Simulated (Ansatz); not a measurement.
Basis-set extrapolation for `F[C@H]1C[Si@H]1[SiH3]` (PBE0-D4/def2-TZVP geometry, frozen core, Ansatz 0.2.0). Multiplicity 1, RHF reference.

```csv
,def2-TZVPP,def2-QZVPP
HF,-757.144621,-757.170278
MP2 correlation,-0.831770,-0.895393
CCSD(T) correlation,-0.919833,not run
```

Energies in hartree. Use E(X) = E(∞) + A·exp(−7.88·√X) for Hartree–Fock and E(X) = E(∞) + B·X^(−2.97) for correlation, with X = 3 and 4, and add CCSD(T) minus MP2 of the smaller set to the MP2 limit.

What is the CCSD(T) energy at the basis-set limit?

HF limit: -757.170278 + (-0.025657) × 0.13774 = -757.17381. MP2 limit: -0.895393 + (-0.063623) × 0.74074 = -0.94252. Higher-order term: -0.919833 − (-0.831770) = -0.08806. Total: -758.20439 hartree, 367.4 kJ/mol below CCSD(T)/def2-TZVPP.
